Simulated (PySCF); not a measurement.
B(OMe)2(OSiH3), C2H9BO3Si, SMILES COB(OC)O[SiH3], GFN2-xTB optimised geometry.

```
16

B     -1.78    -1.44     2.16
O     -1.60    -1.99     3.40
C     -0.34    -2.12     4.00
H     -0.34    -1.57     4.94
H     -0.16    -3.18     4.21
H      0.45    -1.74     3.35
O     -3.03    -1.34     1.65
C     -4.16    -1.80     2.36
H     -4.24    -1.29     3.33
H     -5.04    -1.57     1.75
H     -4.10    -2.87     2.54
O     -0.74    -0.99     1.43
Si    -0.45    -0.28     0.00
H      1.01    -0.28     0.00
H     -1.01     1.07     0.00
H     -1.01    -1.07    -1.10
```

Density from PySCF 2.14.0 with B3LYP/def2-TZVP at that geometry.

Minimum of the electron density along straight lines between bonded atoms, close to the bond critical point (lines longer than 1.1 times the sum of covalent radii, or with two minima, are not listed):

```
bond      length / Å  ρ at the minimum / e bohr⁻³  ∇²ρ there / e bohr⁻⁵  position (fraction from the first atom)
--------  ----------  ---------------------------  --------------------  ---------------------------------------
B1–O2          1.360                        0.212                  0.91                                     0.33
O2–C3          1.411                        0.256                 -0.51                                     0.65
C3–H4          1.092                        0.286                 -1.02                                     0.65
C3–H5          1.092                        0.286                 -1.02                                     0.65
C3–H6          1.091                        0.288                 -1.03                                     0.65
B1–O7          1.361                        0.213                  0.88                                     0.33
O7–C8          1.412                        0.257                 -0.53                                     0.65
C8–H9          1.092                        0.286                 -1.01                                     0.65
C8–H10         1.090                        0.288                 -1.03                                     0.65
C8–H11         1.092                        0.286                 -1.01                                     0.65
B1–O12         1.348                        0.212                  0.99                                     0.33
O12–Si13       1.618                        0.142                  0.93                                     0.59
Si13–H14       1.463                        0.127                  0.17                                     0.49
Si13–H15       1.464                        0.127                  0.17                                     0.49
Si13–H16       1.463                        0.128                  0.17                                     0.49
```
